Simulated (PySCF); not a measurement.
CH3ClSi, SMILES C[Si]Cl (PBE0/def2-SVP optimised geometry):

```
6

Si    -1.003    -0.532     0.000
Cl    -1.302     1.555     0.000
C      0.895    -0.532     0.000
H      1.302    -1.555    -0.011
H      1.277    -0.005     0.892
H      1.282     0.017    -0.877
```

Computed with PBE0/def2-TZVP run with PySCF.

Q: What are the frontier orbital energies and the dipole moment?

A: HOMO-2 -9.51 eV, HOMO-1 -9.20 eV, HOMO -6.72 eV, LUMO -2.54 eV, LUMO+1 0.30 eV; dipole moment 1.82 D.

On the same geometry PySCF 2.14.0 with PBE/def2-TZVP gives HOMO-2 -8.17 eV, HOMO-1 -7.82 eV, HOMO -5.63 eV, LUMO -3.35 eV, LUMO+1 -0.54 eV; dipole moment 1.71 D.

Meta-Löwdin charges at PBE0/def2-TZVP: Si1 0.49, Cl2 -0.29, C3 -0.61, H4 0.13, H5 0.14, H6 0.14.
